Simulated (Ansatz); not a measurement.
A structure relaxed at r2SCAN-D4/def2-SVPD in Ansatz, charge -1, singlet:

Cartesian coordinates in Å:
```
Li 1.3305 1.5384 -0.6267
Li 0.4411 -1.9793 0.6527
Li 0.9542 0.1485 1.8989
Li -1.0551 0.2638 -0.0101
Li 2.7500 -0.6849 0.0356
Li 0.8176 -0.5878 -1.8751
N -2.9976 1.0373 -0.5406
N 0.9069 -0.2260 0.0124
N -3.1475 0.4901 0.4530
```

**Question.** Give its formula and point group.

**Answer.** the cluster Li₆N₃⁻. Point group C2v (tolerance 0.1 Å).

**Question.** Summarise the bond lengths by kind (pairs closer than 1.2 times the sum of covalent radii, bridged metal pairs left out).

**Answer.** 8 × Li–N 1.90 to 2.16 Å; 1 × N–N 1.14 Å.

The restricted singlet is unstable towards broken spin symmetry at other levels; at r2SCAN-D4/def2-SVPD this wasn't settled. The highest occupied level of the charge -1 singlet lies above zero (up to 0.50 eV). The electron is either unbound and held by the finite basis, or the level is raised by self-interaction error. At PBE0-D4/def2-TZVPD a triplet of charge -1 lies 0.23 eV below the restricted singlet at the same geometry. The structure comes from a short search, and lower isomers may exist.
